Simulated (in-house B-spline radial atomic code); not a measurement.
**PBEsol excitations of Yb2+**

Method: PBEsol. Computed with a B-spline radial code for spherical atoms: linear response of the closed shell [Xe] 4f14 with the functional's adiabatic kernel; scalar-relativistic (spin-free one-electron X2C), finite nucleus, no spin-orbit coupling, no double excitations, S, P, D and F terms only; shells from n = 3 respond. Only terms of natural parity with L up to 3 were computed.

Spin-orbit coupling is strong here, so these LS terms don't match observed levels.

Command:
```bash
python run_td.py task.json out
```
Settings (radii: box in bohr, nucleus in fm):
```
Z                        70
electrons                68
configuration            [Xe] 4f14
hamiltonian              x2c
method                   pbesol
box_radius               29.48
rms_radius               5.3108
intervals                72
```

Cost of the run: 7.1 s on 1 thread of Arm Neoverse N1 (shared host).

The lowest states, in the order of their Tamm-Dancoff energies; the method's threshold (minus the highest occupied level) is 17.655 eV. Labels give the largest channel, * marks a mixed state, and oscillator strengths are full-response dipole values. Semilocal kernels can invert the small singlet-triplet splittings of Rydberg terms. Energies in eV:

```
     state  full response  Tamm-Dancoff  oscillator strength
4f → 6s 3F          2.525         2.531                    -
4f → 6s 1F          2.624         2.626                    -
4f → 5d 3P          3.845         3.910                    -
4f → 5d 3F              ?             ?                    -
4f → 5d 1F          4.540         4.556                    -
4f → 5d 1P          5.522         5.983                0.115
4f → 6p 3D          7.252         7.256                    -
4f → 6p 1D          7.420         7.428                    -
4f → 7s 3F         11.530        11.531                    -
4f → 7s 1F         11.555        11.555                    -
4f → 6d 3P         12.367        12.373                    -
4f → 6d 3F         12.427        12.429                    -
4f → 6d 1F         12.492        12.494                    -
4f → 6d 1P         12.624        12.684             0.000474
4f → 7p 3D         12.959        12.960                    -
4f → 7p 1D         13.003        13.005                    -
4f → 5f 3S              ?             ?                    -
```

(1) Where does 4f → 5f 3S lie?

(2) Where does 4f → 5d 3F lie?

(3) How large is the singlet-triplet splitting of 4f → 6s (F terms) in Tamm-Dancoff?

(4) What polarisabilities and dispersion coefficient does the method give?

Answers

(1) At 13.724 eV in full response, 13.726 eV in Tamm-Dancoff.

(2) At 4.121 eV in full response, 4.143 eV in Tamm-Dancoff.

(3) 0.095 eV, from the unrounded values.

(4) Dipole 7.81 bohr³, quadrupole 19.77 bohr⁵, C6 37.31 hartree·bohr⁶ for two such species.
